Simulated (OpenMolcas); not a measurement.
# Fe5+: effect of the basis set

```
Program             : OpenMolcas 26.06
Method              : SS-RASPT2, IPEA 0.25 Eh, imaginary shift 0.1 Eh (closed shells correlated: 3s)
Active space        : 9 electrons in 8 orbitals (RAS1 3p, at most 2 holes; RAS2 3d)
State averaging     : 2S+1 = 4 even, 10 roots; 2S+1 = 2 even, 40 roots
Spin-orbit coupling : state interaction with AMFI integrals over the reference wave functions, term energies averaged over their components
```

A. ANO-RCC-VTZP [6s5p3d2f1g], DKH2, point nucleus; CASPT2 step of the order of 40 core-seconds
B. ANO-R2 [6s5p4d2f1g], X2C, finite nucleus; CASPT2 step about 50 core-seconds
C. ANO-RCC-VQZP [7s6p4d3f2g1h], DKH2, point nucleus; CASPT2 step about 60 core-seconds

Energies in cm⁻¹ above 3d³ ⁴F_3/2, the measured ground level; measured values from Corliss and Sugar, J. Phys. Chem. Ref. Data 11, 135 (1982).

```json
{"Level": "3d³ ⁴F_3/2", "A": "0.0", "B": "0.0", "C": "0.0", "Measured": "0.0"}
{"Level": "3d³ ⁴F_5/2", "A": "558", "B": "528", "C": "534", "Measured": "511"}
{"Level": "3d³ ⁴F_7/2", "A": "1307", "B": "1237", "C": "1251", "Measured": "1188"}
{"Level": "3d³ ⁴F_9/2", "A": "2220", "B": "2100", "C": "2130", "Measured": "2001"}
{"Level": "3d³ ⁴P_1/2", "A": "19620", "B": "19420", "C": "19480", "Measured": "18738"}
{"Level": "3d³ ⁴P_3/2", "A": "19810", "B": "19600", "C": "19660", "Measured": "18942"}
{"Level": "3d³ ⁴P_5/2", "A": "20510", "B": "20260", "C": "20330", "Measured": "19611"}
{"Level": "3d³ ²G_7/2", "A": "21350", "B": "21110", "C": "20980", "Measured": "20616"}
{"Level": "3d³ ²G_9/2", "A": "22100", "B": "21830", "C": "21700", "Measured": "21315"}
{"Level": "3d³ ²P_3/2 [66 %]", "A": "27300", "B": "26930", "C": "26900", "Measured": "26215"}
{"Level": "3d³ ²P_1/2", "A": "27410", "B": "27030", "C": "27000", "Measured": "26496"}
{"Level": "3d³ ²H_9/2", "A": "29480", "B": "29230", "C": "29000", "Measured": "28724"}
{"Level": "3d³ ²D_3/2(1) [68 %]", "A": "29950", "B": "29460", "C": "29440", "Measured": "28628"}
{"Level": "3d³ ²H_11/2", "A": "30030", "B": "29760", "C": "29530", "Measured": "29203"}
{"Level": "3d³ ²D_5/2(1)", "A": "30120", "B": "29640", "C": "29610", "Measured": "28484"}
{"Level": "3d³ ²F_7/2", "A": "47910", "B": "47340", "C": "47280", "Measured": "46217"}
{"Level": "3d³ ²F_5/2", "A": "48230", "B": "47650", "C": "47590", "Measured": "46604"}
{"Level": "3d³ ²D_5/2(2)", "A": "74390", "B": "73360", "C": "73420", "Measured": "71708"}
{"Level": "3d³ ²D_3/2(2)", "A": "74840", "B": "73800", "C": "73850", "Measured": "72049"}
```

Deviations, from unrounded energies. A percentage is the sum of absolute deviations over the sum of measured energies, with the sign that they share, or ± where signs differ.

```json
{"Against measurement": "mean absolute deviation (cm-1)", "Levels": "18", "A": "1100", "B": "720", "C": "690"}
{"Against measurement": "fine structure of the ground term (%)", "Levels": "3", "A": "+10.4", "B": "+4.6", "C": "+5.7"}
{"Against measurement": "other terms of the ground configuration (%)", "Levels": "15", "A": "+3.9", "B": "+2.6", "C": "+2.4"}
```

B, C lie about equally close to measurement and A furthest from it. The largest miss of C in the table is 3d³ ²D_3/2(2), by +1800 cm-1. The ranking rests on the paired levels alone, and a cruder setting can come out closer through cancelling errors.

The two smallest mean deviations differ by little beside CASPT2's spread within terms, so their order carries little weight.

Among A to C the level of the table that moves most is 3d³ ²D_3/2(2), by 1000 cm-1 (lowest in B, highest in A). Moves below CASPT2's spread within the term are not significant.

CASPT2 breaks the degeneracy within a term, and the mean is taken; among the terms shown or strongly mixed into the levels shown the widest spread is 430 cm-1 (3d³ ⁴F, B). Active for correlation alone: 3p; no level in the range computed is led by a configuration that opens it, so any true level of that kind is missing. The CASPT2 spread within a term exceeds the gap to the next term for 3d³ ²D(1) and 3d³ ²H, so the order of their levels is uncertain (holds for A; C). Measured partners are found by configuration, term and J. A level has none where our copy of the source lacks it or the pairing is in doubt (some pairs that miss far off the trend of their configuration count as doubtful), and it then counts in no deviation. Levels of configurations outside the active space are missing.

A share in square brackets marks a mixed level and gives the weight of the term that names it, the lowest over the columns. A number in round brackets counts repeated terms of one configuration in the order of the reference energies.
